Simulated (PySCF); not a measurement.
C7H9 (doublet state).
Numbering: `[CH2:1]=[CH:2][C:3]([CH3:4])[CH:5]1[CH:6]=[CH:7]1` (hydrogens: H8, H9 on C1; H10 on C2; H11, H12, H13 on C4; H14 on C5; H15 on C6; H16 on C7)

Structure used (GFN2-xTB), in Å, numbered top down from 1:
```
atom  x, y, z in Å
C1    -1.5540    1.3635    0.5319
C2    -1.3553    0.0620    0.1770
C3    -0.1712   -0.5939   -0.1583
C4    -0.2228   -2.0431   -0.5309
C5     1.1722   -0.0099   -0.1823
C6     1.4483    1.4628   -0.4106
C7     1.6401    1.0495    0.8007
H8    -2.5439    1.7147    0.7636
H9    -0.7592    2.0816    0.5987
H10   -2.2437   -0.5610    0.1444
H11    0.1908   -2.1980   -1.5296
H12    0.3775   -2.6387    0.1604
H13   -1.2414   -2.4219   -0.5160
H14    1.9267   -0.7125   -0.5355
H15    1.4330    2.2330   -1.1418
H16    1.8953    1.2208    1.8169
```

The hyperfine couplings belong to this conformer and change with its torsions.

Theory: UKS B3LYP, pcH-1 on C H, non-relativistic, mean-field spin-orbit, GIAO in PySCF 2.14.0. One conformer (not necessarily the lowest) at the GFN2-xTB geometry, without solvent, vibrations or thermal averaging. The geometry wasn't refined by DFT: couplings that depend on bond lengths, twists or pyramidal angles can differ widely from those at the functional's own minimum. No stability test was run, so a lower SCF solution isn't excluded. ⟨S²⟩ is 0.773 where a pure state has 0.75.

Principal values of hyperfine tensors in MHz (contact and dipolar terms together), for some of the nuclei:

```
atom  isotope      A1      A2      A3
 H12       1H   69.03   69.86   78.16
 H11       1H   64.31   64.98   73.38
  C3      13C    6.17    7.57  160.33
  C1      13C    2.04    3.82  138.24
  C2      13C  -70.52  -35.63  -29.17
  H8       1H  -59.87  -37.46  -14.73
  H9       1H  -55.97  -37.56  -15.93
  C6      13C   26.36   26.72   38.47
```

Question: Give the isotropic coupling of each nucleus in MHz and in mT (g = 2.0025), and the anisotropic part.

Answer: a_iso is a third of the trace, T = A − a_iso, and a(mT) = a(MHz)/(g × 13.996).

```csv
atom,a_iso (MHz),a_iso (mT),T1,T2,T3
H12,72.35,2.581,-3.32,-2.48,5.81
H11,67.56,2.410,-3.25,-2.57,5.82
C3,58.02,2.070,-51.85,-50.45,102.31
C1,48.04,1.714,-45.99,-44.21,90.21
C2,-45.11,-1.609,-25.42,9.47,15.94
H8,-37.35,-1.333,-22.52,-0.10,22.62
H9,-36.49,-1.302,-19.48,-1.07,20.56
C6,30.52,1.089,-4.15,-3.80,7.95
```

Question: What spin density at the nucleus of H12 lies behind its contact coupling (g_N = 5.58569)?

Answer: a_FC = 800.24 MHz bohr³ × g_N × ρ(0)/(2S). With a_FC = 72.35 MHz and 2S = 1, ρ(0) = 0.01619 bohr⁻³. In magnitude that is 5.1 % of the 1/π = 0.318 of a free hydrogen atom.

Question: C7 (13C, g_N = 1.40482) isn't in the table. Its spin density at the nucleus is 0.03149 bohr⁻³. What is its contact coupling?

Answer: By the same relation, a_FC = 35.4 MHz. Its full tensor has the principal values 30.32, 30.94, 44.96 MHz.

Question: Name the largest traceless tensor T of the table and describe it.

Answer: C3: -51.9, -50.5, 102.3 MHz, axial, in the ratio −1:−1:+2, the form that spin in one p orbital centred on that nucleus gives.

Question: What first-order splitting does C3 cause when the field lies along A1, A2 or A3 of its tensor (g taken as isotropic, no quadrupole term)?

Answer: 2 lines (I = 1/2), spaced by |A_i|/(g × 13.996): 0.22, 0.27, 5.72 mT along the axes of A1, A2 and A3.

Hardware: one thread of an Arm Neoverse V1, no GPU, shared host with 32 logical CPUs at a one-minute load of 23. Cost: 64 s of wall time (grids of density and orbitals included), 0.97 GiB resident at most.
